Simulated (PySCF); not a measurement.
CH8AlNO2Si, SMILES C[N]([SiH3])[Al]([OH])[OH].

Coordinates come from a PBE0-D3(BJ)/def2-SVP optimisation. The structure was generated by enumeration; whether it is a known compound was not checked. One conformer was computed; it need not be the lowest.

Two levels are set side by side: PBE/def2-TZVP (PySCF) and CAM-B3LYP/def2-TZVP (PySCF). Same geometry, gas phase. Differences are taken from unrounded values.

| quantity | CAM-B3LYP |
|---|---|
| orbital gap (eV) | 8.90 |
| highest occupied level (eV) | -8.43 |
| lowest empty level (eV) | 0.47 |
| dipole moment (D) | 0.25 |
| mean polarisability (bohr³) | 72.7 |

Q: What does PBE give, and how far is it from CAM-B3LYP? (An estimate is asked for; the answer gives what the named calculation found.)

A: 
```tsv
quantity	PBE	PBE minus CAM-B3LYP
orbital gap (eV)	4.48	-4.42
highest occupied level (eV)	-5.76	2.67
lowest empty level (eV)	-1.27	-1.75
dipole moment (D)	0.19	-0.06
mean polarisability (bohr³)	78.2	5.5
```

PBE's occupied levels lie high since its potential decays too fast outside the molecule; exact exchange lowers them and widens the gap. PBE's more diffuse valence density responds more strongly to a field. Differences between two approximate levels are no errors against the true value.

Rough cost on one machine, each run with all the roots and properties that it gave: CAM-B3LYP against PBE within a factor of 2.
